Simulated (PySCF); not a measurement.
# RhO₂⁻, singlet: computed properties

Level of theory: PySCF, B3LYP, basis Rh def2-SVPD with ECP28, O def2-SVPD (scalar-relativistic core potentials, no spin–orbit coupling, density fitting).

The structure is a minimum.

| Quantity | Value |
| --- | --- |
| Point group | C2v |
| Bond lengths | Rh–O 1.718 Å (×2) |
| Bond angles | O–Rh–O 162.3° |
| Enthalpy at 298.15 K above 0 K | 12.02 kJ/mol |
| Heat capacity Cp at 298.15 K | 45.6 J/(mol K) |
| Lowest empty level | 1.86 eV |
| Rotational symmetry number | 2 |
| Principal quadrupole moments (Buckingham, traceless) about the centre of mass | -12.33, 5.82, 6.51 D Å |
| Entropy at 298.15 K and 1 bar | 266.7 J/(mol K) |
| Zero-point energy | 11.5 kJ/mol |
| Highest occupied level | -0.60 eV |
| Dipole moment about the centre of mass | 0.26 D |
| Rotational constants | 9.914, 0.1829, 0.1796 cm⁻¹ |
| Principal polarisabilities | 55.4, 56.2, 77.7 bohr³ |

Harmonic modes (masses in u: Rh 102.906, O 15.995):
```csv
symmetry,ω (cm⁻¹),IR (km/mol),μ (u)
a1,122,1.6,19.81
a1,865,14.3,16.12
b2,930,351,19.91
```

In C2v the vibrations span 2a1 + b2. Here b1 is antisymmetric to the molecular plane and b2 lies in it.

Charges (e); Mulliken and Löwdin values are unreliable with diffuse functions:
```
atom  Mulliken  Löwdin  polar tensor  Mayer order to Rh1
 Rh1      0.72    0.42          0.39                   –
O2,3     -0.86   -0.71         -0.69                1.27
```

Mulliken populations on Rh1 (electrons outside its core potential): s 3.14, p 5.92, d 7.20, f 0.02.

Outer orbital energies (eV). occupied: -5.85, -5.77, -3.55, -3.52, -3.41, -2.24, -2.24, -0.60; empty: 1.86, 2.08, 4.30, 4.55.

Formally Rh is in oxidation state +3, d6, with 0 unpaired electrons (the high-spin count would be 4). The polar-tensor charge on Rh, 0.39, is far below the formal one.

Other isomers or separated fragments may lie lower. The lowest empty level of this anion is unbound, so it and the gap depend on the basis.

The final relaxation and frequency run took about 40 core-seconds on a shared host.
